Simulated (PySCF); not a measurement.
PySCF input file for Cl5Ta, SMILES [Cl][Ta+]([Cl])([Cl])([Cl])[Cl] (connectivity only; charge and spin as stated), charge +1, multiplicity 2, TDA-PBE/def2-SVPD. The structure is a stationary point at B3LYP-D3(BJ)/def2-SVP. The spin state was assumed, not searched. The def2 effective core potentials stand for the cores of Ta; spin–orbit coupling is left out.

```python
import numpy as np
from pyscf import gto, scf, dft, tdscf

mol = gto.M(
    atom='''
    Ta   -0.04302862   -0.13543662    0.00000000
    Cl   -0.65059400    2.26627259    0.00000001
    Cl    1.46341978   -1.81744289   -0.00000001
    Cl    1.84832045    1.38455840   -0.00000000
    Cl   -1.23818814   -0.62590367    1.82527654
    Cl   -1.23818816   -0.62590366   -1.82527654
    ''',
    basis='def2-SVPD',
    ecp={'Ta': 'def2-svp'},
    charge=1,
    spin=1,
    max_memory=1600,
    verbose=4,
)
mf = dft.UKS(mol, xc='pbe').density_fit(auxbasis='def2-universal-jkfit')
mf.grids.level = 3
mf.conv_tol = 1e-9
mf.max_cycle = 100
mf.kernel()
fine, coarse = mf.grids, dft.Grids(mol).set(level=1).build(with_non0tab=True)
for _ in range(3):  # follow internal instabilities
    mf.grids = coarse
    mo, _, stable, _ = mf.stability(return_status=True, nroots=4)
    mf.grids = fine
    if stable:
        break
    mf.kernel(mf.make_rdm1(mo, mf.mo_occ))
mf.grids = dft.Grids(mol).set(level=1).build(with_non0tab=True)  # coarser grid for the response kernel
td = tdscf.TDA(mf)
td.nstates = 10
td.conv_tol = 1e-4
td.positive_eig_threshold = 1e-6
td.kernel(x0=td.get_init_guess(mf, 15))
td.analyze(verbose=3)
```

Log of the run:

```
PySCF version 2.14.0

[INPUT] verbose = 4
[INPUT] num. atoms = 6
[INPUT] num. electrons = 97
[INPUT] charge = 1
[INPUT] spin (= nelec alpha-beta = 2S) = 1
[INPUT] symmetry False subgroup None
[INPUT] Mole.unit = angstrom
[INPUT] Symbol           X                Y                Z      unit          X                Y                Z       unit  Magmom
[INPUT]  1 Ta    -0.043028620000  -0.135436620000   0.000000000000 AA   -0.081312307318  -0.255938119037   0.000000000000 Bohr   0.0
[INPUT]  2 Cl    -0.650594000000   2.266272590000   0.000000010000 AA   -1.229444478285   4.282634518709   0.000000018897 Bohr   0.0
[INPUT]  3 Cl     1.463419780000  -1.817442890000  -0.000000010000 AA    2.765462589471  -3.434469309138  -0.000000018897 Bohr   0.0
[INPUT]  4 Cl     1.848320450000   1.384558400000   0.000000000000 AA    3.492819440933   2.616436179466   0.000000000000 Bohr   0.0
[INPUT]  5 Cl    -1.238188140000  -0.625903670000   1.825276540000 AA   -2.339836475285  -1.182786516660   3.449272762194 Bohr   0.0
[INPUT]  6 Cl    -1.238188160000  -0.625903660000  -1.825276540000 AA   -2.339836513079  -1.182786497763  -3.449272762194 Bohr   0.0

nuclear repulsion = 682.731651774254
number of shells = 68
number of NR pGTOs = 285
number of NR cGTOs = 170
basis = def2-SVPD
ecp = {'Ta': 'def2-svp'}


[settings echo left out]
init E= -2344.26802618486
  alpha nocc = 49  HOMO = -0.440409811117403  LUMO = -0.43175904285842
  beta  nocc = 48  HOMO = -0.479690952341094  LUMO = -0.440409811117402

WARN: HOMO -0.440409811117403 >= LUMO -0.440409811117402

cycle= 1 E= -2355.02228422306  delta_E= -10.8  |g|= 1.68  |ddm|= 6.13
  alpha nocc = 49  HOMO = -0.387954265915939  LUMO = -0.128979750504754
  beta  nocc = 48  HOMO = -0.392083626887024  LUMO = -0.387154221533017

WARN: HOMO -0.387954265915939 >= LUMO -0.387154221533017

cycle= 2 E= -2352.09267228165  delta_E= 2.93  |g|= 2.43  |ddm|= 3.97
  alpha nocc = 49  HOMO = -0.426168904710724  LUMO = -0.337247152633723
  beta  nocc = 48  HOMO = -0.453499782981127  LUMO = -0.408187535517776
  HOMO = -0.426168904711  LUMO = -0.408187535518  gap/eV = 0.48930
cycle= 3 E= -2356.23435053185  delta_E= -4.14  |g|= 0.439  |ddm|=  3.1
  alpha nocc = 49  HOMO = -0.43539325236427  LUMO = -0.358863986164516
  beta  nocc = 48  HOMO = -0.433896833060117  LUMO = -0.43199597253638
  HOMO = -0.43389683306  LUMO = -0.431995972536  gap/eV = 0.05173
cycle= 4 E= -2355.25701911759  delta_E= 0.977  |g|= 1.25  |ddm|= 1.92
  alpha nocc = 49  HOMO = -0.453193167071832  LUMO = -0.363171767073211
  beta  nocc = 48  HOMO = -0.465569570854311  LUMO = -0.425604464921899
  HOMO = -0.453193167072  LUMO = -0.425604464922  gap/eV = 0.75073
cycle= 5 E= -2356.3282375169  delta_E= -1.07  |g|= 0.225  |ddm|= 1.57
  alpha nocc = 49  HOMO = -0.464271545092688  LUMO = -0.356651966451414
  beta  nocc = 48  HOMO = -0.480136645037313  LUMO = -0.432956753094008
  HOMO = -0.464271545093  LUMO = -0.432956753094  gap/eV = 0.85212
cycle= 6 E= -2356.33158620778  delta_E= -0.00335  |g|= 0.199  |ddm|= 0.475
  alpha nocc = 49  HOMO = -0.478419245050326  LUMO = -0.350429390185772
  beta  nocc = 48  HOMO = -0.483132250197245  LUMO = -0.443895967764469
  HOMO = -0.47841924505  LUMO = -0.443895967764  gap/eV = 0.93943
cycle= 7 E= -2356.35560696732  delta_E= -0.024  |g|= 0.0832  |ddm|= 0.371
  alpha nocc = 49  HOMO = -0.47553374729968  LUMO = -0.348949463841858
  beta  nocc = 48  HOMO = -0.483281965049345  LUMO = -0.439702519974619
  HOMO = -0.4755337473  LUMO = -0.439702519975  gap/eV = 0.97502
cycle= 8 E= -2356.36010215667  delta_E= -0.0045  |g|= 0.0259  |ddm|= 0.136
  alpha nocc = 49  HOMO = -0.473408762879446  LUMO = -0.349637189020324
  beta  nocc = 48  HOMO = -0.480759133388224  LUMO = -0.436961537202772
  HOMO = -0.473408762879  LUMO = -0.436961537203  gap/eV = 0.99178
cycle= 9 E= -2356.36051297776  delta_E= -0.000411  |g|= 0.0101  |ddm|= 0.0527
  alpha nocc = 49  HOMO = -0.474728963470165  LUMO = -0.350071900460759
  beta  nocc = 48  HOMO = -0.481872071021365  LUMO = -0.438226320134675
  HOMO = -0.47472896347  LUMO = -0.438226320135  gap/eV = 0.99329
cycle= 10 E= -2356.36058533104  delta_E= -7.24e-05  |g|= 0.00184  |ddm|= 0.0172
  alpha nocc = 49  HOMO = -0.47448148006432  LUMO = -0.349813746024854
  beta  nocc = 48  HOMO = -0.481646965113184  LUMO = -0.437967913131698
  HOMO = -0.474481480064  LUMO = -0.437967913132  gap/eV = 0.99358
cycle= 11 E= -2356.36058718628  delta_E= -1.86e-06  |g|= 0.000486  |ddm|= 0.00294
  alpha nocc = 49  HOMO = -0.474501434904152  LUMO = -0.349818215130688
  beta  nocc = 48  HOMO = -0.481673722276437  LUMO = -0.437986818044055
  HOMO = -0.474501434904  LUMO = -0.437986818044  gap/eV = 0.99361
cycle= 12 E= -2356.36058734329  delta_E= -1.57e-07  |g|= 0.000163  |ddm|= 0.000763
  alpha nocc = 49  HOMO = -0.474529050084656  LUMO = -0.349818561454357
  beta  nocc = 48  HOMO = -0.481693526187499  LUMO = -0.438011884016517
  HOMO = -0.474529050085  LUMO = -0.438011884017  gap/eV = 0.99368
cycle= 13 E= -2356.36058735515  delta_E= -1.19e-08  |g|= 9.13e-05  |ddm|= 0.000359
  alpha nocc = 49  HOMO = -0.474524136322032  LUMO = -0.34981495577102
  beta  nocc = 48  HOMO = -0.481686637544213  LUMO = -0.438002943309564
  HOMO = -0.474524136322  LUMO = -0.43800294331  gap/eV = 0.99379
cycle= 14 E= -2356.3605873608  delta_E= -5.65e-09  |g|= 2.09e-05  |ddm|= 0.00014
  alpha nocc = 49  HOMO = -0.47452176188291  LUMO = -0.349815457087481
  beta  nocc = 48  HOMO = -0.481682982015032  LUMO = -0.438000188771753
  HOMO = -0.474521761883  LUMO = -0.438000188772  gap/eV = 0.99380
cycle= 15 E= -2356.36058736097  delta_E= -1.69e-10  |g|= 1.64e-05  |ddm|= 4.99e-05
  alpha nocc = 49  HOMO = -0.47452249265589  LUMO = -0.349813078328339
  beta  nocc = 48  HOMO = -0.481686388482047  LUMO = -0.438000919792337
  HOMO = -0.474522492656  LUMO = -0.438000919792  gap/eV = 0.99380
Extra cycle  E= -2356.36058735907  delta_E= 1.89e-09  |g|= 5.61e-05  |ddm|= 8.67e-05
converged SCF energy = -2356.36058735907  <S^2> = 0.75277408  2S+1 = 2.0027722
tot grids = 40456
uhf_internal: lowest eigs of H = [0.8054061  0.80663752 0.80925741 0.8093579 ]
<class 'pyscf.df.df_jk.DFUKS'> wavefunction is stable in the internal stability analysis
tot grids = 40456
Overwritten attributes  positive_eig_threshold  of <class 'pyscf.tdscf.uks.TDA'>


******** <class 'pyscf.tdscf.uks.TDA'> for <class 'pyscf.df.df_jk.DFUKS'> ********
nstates = 10
deg_eia_thresh = 1.000e-03
wfnsym = None
conv_tol = 0.0001
eigh lindep = 1e-12
eigh level_shift = 0
eigh max_cycle = 100


Excitation energies (eV)
[1.19845986 1.4795561  1.49011005 1.78543591 2.36023493 2.41421883
 2.48791432 2.56722072 3.17980471 3.39403416]

** Excitation energies and oscillator strengths **
Excited State   1:      1.19846 eV   1034.53 nm  f=0.0002
Excited State   2:      1.47956 eV    837.98 nm  f=0.0003
Excited State   3:      1.49011 eV    832.05 nm  f=0.0038
Excited State   4:      1.78544 eV    694.42 nm  f=0.0002
Excited State   5:      2.36023 eV    525.30 nm  f=0.0126
Excited State   6:      2.41422 eV    513.56 nm  f=0.0000
Excited State   7:      2.48791 eV    498.35 nm  f=0.0055
Excited State   8:      2.56722 eV    482.95 nm  f=0.0021
Excited State   9:      3.17980 eV    389.91 nm  f=0.0001
Excited State  10:      3.39403 eV    365.30 nm  f=0.0002
```

The run converged.
